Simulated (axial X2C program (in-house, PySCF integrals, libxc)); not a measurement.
SBr⁻: from the spin-free to the two-component result

Computed with an in-house relativistic program for diatomic molecules. Spin-free means the one-electron spin-free X2C Hamiltonian; two-component (2c) means X2C with spin–orbit coupling and atomic mean-field two-electron Coulomb and Gaunt terms, so the difference of the two also holds small scalar two-electron terms. Basis: Br dyall-acv3z [9s10p7d5f1g], S dyall-av3z [9s8p3d2f] (cores contracted in-house); Gaussian nuclei, density fitting, unrestricted open shells. Masses: Br 78.918 u, S 31.972 u.

Spin-free state: M_S = 0, Λ = 0 (closed shell); fragments Br- + S.

```json
{"level": "PBE0", "Re (Å)": "2.243", "ωe (cm⁻¹)": "382.4", "De (eV)": "1.745", "μ (D)": "-4.16"}
{"level": "HF", "Re (Å)": "2.262", "ωe (cm⁻¹)": "370.2", "De (eV)": "0.172", "μ (D)": "-3.83"}
{"level": "MP2", "Re (Å)": "2.240", "ωe (cm⁻¹)": "392.9", "De (eV)": "1.645", "μ (D)": "n/a"}
{"level": "CCSD", "Re (Å)": "2.269", "ωe (cm⁻¹)": "366.3", "De (eV)": "1.473", "μ (D)": "n/a"}
{"level": "CCSD(T)", "Re (Å)": "2.275", "ωe (cm⁻¹)": "360.9", "De (eV)": "1.577", "μ (D)": "n/a"}
{"level": "TPSS", "Re (Å)": "2.274", "ωe (cm⁻¹)": "355.5", "De (eV)": "1.806", "μ (D)": "-4.20"}
```

Correlated methods: 14 electrons correlated (number of frozen shells: Br 3 s, 2 p, 1 d; S 2 s, 1 p), 242 virtual spin orbitals or spinors in MP2, 90 natural virtuals in coupled cluster.

Dipoles are positive if S is the positive end and refer to the centre of mass.

Two-component determinant lowest at the distance of the search:

Ω = 0 (closed shell); fragments Br- + S.

```
  level  Re (Å)  ωe (cm⁻¹)  De (eV)  μ (D)
   PBE0   2.244      381.6    1.747  -4.17
     HF   2.263      369.8    0.170  -3.84
    MP2   2.241      392.3    1.624    n/a
   CCSD   2.270      365.7    1.461    n/a
CCSD(T)   2.276      360.2    1.556    n/a
   TPSS   2.276      354.6    1.809  -4.21
```

(1) From the two tables, how do the constants change at the CCSD(T) level (2c against spin-free)?

The state is a single determinant with fixed occupations, the lowest that a limited PBE0 search found. The closed shell is kept restricted, so the energy runs too high when the bond is stretched far. De is counted from the lowest determinant-based energies of the atoms at the same level, without counterpoise correction. Coupled cluster ran in a truncated set of natural virtual spinors; the MP2 energy of the rest was added. (T) has no such correction and the atoms are truncated less, which lowers De at CCSD(T) by a hundredth of an eV or more. In 2c an atomic determinant is not the ground J level, so De misses part of the atomic spin–orbit lowering. This holds for PBE0, TPSS. The functionals have no current-density term, which raises determinants with orbital currents, atoms included. The highest occupied level of some functionals is positive through self-interaction error; at Hartree–Fock it is bound. Hartree–Fock gets electron affinities wrong, so its lowest charge split need not be the true one.

Answers

(1) At the CCSD(T) level Re rises by 0.001 Å and ωe goes down by 0.7 cm⁻¹; De changes by -0.021 eV.
